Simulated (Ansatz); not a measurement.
Basis-set extrapolation for C₈H₁₆, SMILES `C[C@@H]1CCCC[C@H]1C` (PBE0-D4/def2-TZVP geometry, frozen core, the Gaussian-basis code of Ansatz). Multiplicity 1, RHF reference.

```tsv
	def2-TZVPP	def2-QZVPP
HF	-312.382491	-312.396796
MP2 correlation	-1.398316	-1.483722
CCSD(T) correlation	-1.537990	not run
```

Energies in hartree. Use E(X) = E(∞) + A·exp(−7.88·√X) for Hartree–Fock and E(X) = E(∞) + B·X^(−2.97) for correlation, with X = 3 and 4, and add CCSD(T) minus MP2 of the smaller set to the MP2 limit.

Q: What is the CCSD(T) energy at the basis-set limit?

A: HF limit: -312.396796 + (-0.014305) × 0.13774 = -312.39877. MP2 limit: -1.483722 + (-0.085406) × 0.74074 = -1.54699. Higher-order term: -1.537990 − (-1.398316) = -0.13967. Total: -314.08543 hartree, 433.1 kJ/mol below CCSD(T)/def2-TZVPP.
